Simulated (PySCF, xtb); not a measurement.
CH6FNOSi2, SMILES F[Si@@H]1CN[SiH2]O1. One conformer was computed; it need not be the lowest.

Harmonic wavenumbers (cm⁻¹) from GFN2-xTB (xtb 6.7.1) at its own minimum, in rising order: 82, 119, 183, 253, 364, 381, 474, 508, 578, 594, 646, 675, 713, 772, 785, 805, 843, 850, 984, 1121, 1153, 1181, 1347, 1485, 2269, 2307, 2426, 2883, 2932, 3482.

Q: What does PBE-D3(BJ)/def2-SVP (PySCF) give at its own minimum? (An estimate is asked for; the answer gives what the named calculation found.)

A: 67, 93, 221, 268, 303, 430, 468, 597, 624, 672, 678, 739, 746, 790, 828, 892, 906, 964, 991, 1087, 1137, 1160, 1310, 1421, 2141, 2163, 2224, 2899, 2962, 3534. Paired by order, the mean absolute difference is 54 cm⁻¹ and the zero-point energies are 47.5 and 47.6 kcal/mol.
